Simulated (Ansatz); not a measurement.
A nudged elastic band was laid between two geometries of H$_{7}$NSeSi$_{2}$ (11 atoms, charge 0, multiplicity 1).

Method: RKS revPBE/def2-SVP (Ansatz 0.2.0).

```
movable images  : 9
climbing image  : yes
spring          : 5.0 eV/Å²
optimiser       : quadratic models (default)
start path      : through a guess of the saddle point
force threshold : 0.05 eV/Å
iteration limit : 60
end points      : relaxed
```

Image 0:

```xyz
11
Properties=species:S:1:pos:R:3
N -0.570 2.477 -0.604
Si -0.537 0.736 -0.717
Se 1.542 -0.241 -0.235
Si 0.747 -2.066 0.932
H -0.329 2.913 0.292
H -0.143 3.011 -1.368
H -1.521 0.158 0.264
H -0.920 0.401 -2.130
H 1.962 -2.851 1.344
H -0.141 -2.941 0.085
H -0.025 -1.654 2.158
```

Image 10:

```xyz
11
Properties=species:S:1:pos:R:3
N -0.932 2.681 -0.593
Si -1.216 0.964 -0.778
Se 1.604 -0.341 -0.390
Si 0.614 -2.103 0.768
H -0.760 3.194 0.276
H -0.850 3.295 -1.409
H -1.228 0.671 0.754
H 1.559 -1.056 -1.692
H 1.400 -3.366 0.544
H -0.808 -2.302 0.329
H 0.684 -1.694 2.210
```

Problem. Which bonds break or form, and what moves?

Solution. Bonds broken: Si2–Se3, Si2–H8. Bonds formed: Se3–H8. H7NSeSi2 becomes H3NSi + H4SeSi.

Problem. What energy profile does the band end with?

Solution. The run converged. The highest image is number 5 of 0 to 10, 194.7 kJ/mol above the first end and 14.0 kJ/mol above the last; the last end lies 180.7 kJ/mol above the first. Beside the main top the profile has a ripple of under 15 meV (maxima at images 5, 8), which may be a very shallow well or noise. A vibrational analysis at the climbing image gives one clearly imaginary mode, 450i cm⁻¹: a first-order saddle point. The orbitals stay closed-shell, which can raise the energy where a bond breaks towards radicals; this wasn't checked here.

| image | path coordinate (Å) | energy (kJ/mol) | Si2–Se3 (Å) | Si2–H8 (Å) | Se3–H8 (Å) |
| --- | --- | --- | --- | --- | --- |
| 0 | 0.00 | 0.0 | 2.35 | 1.50 | 3.17 |
| 1 | 0.67 | 0.3 | 2.35 | 1.50 | 3.17 |
| 2 | 1.35 | 1.4 | 2.35 | 1.50 | 3.15 |
| 3 | 2.02 | 11.6 | 2.37 | 1.49 | 2.99 |
| 4 | 2.69 | 106.0 | 2.56 | 1.47 | 2.41 |
| 5 | 3.36 | 194.7 | 2.96 | 1.63 | 1.86 |
| 6 | 4.00 | 187.8 | 3.33 | 1.98 | 1.58 |
| 7 | 4.64 | 188.4 | 3.63 | 2.40 | 1.52 |
| 8 | 5.27 | 188.6 | 3.52 | 2.96 | 1.49 |
| 9 | 5.91 | 182.0 | 3.24 | 3.44 | 1.49 |
| 10 | 6.55 | 180.7 | 3.13 | 3.55 | 1.49 |

Problem. What is the geometry of the highest image?

Solution. 
```xyz
11
Properties=species:S:1:pos:R:3
N -0.817 2.525 -0.853
Si -0.900 0.803 -0.736
Se 1.775 -0.256 -0.055
Si 0.795 -2.119 0.856
H -0.911 3.165 -0.060
H -0.512 3.005 -1.703
H -1.383 0.551 0.675
H 0.358 -0.091 -1.252
H 1.648 -3.341 0.638
H -0.539 -2.337 0.176
H 0.550 -1.962 2.335
```

Time of the run: 7.5 min on 2 threads of Intel(R) Xeon(R) Platinum 8559C (Emerald Rapids), on a shared host, peak memory 0.19 GiB.
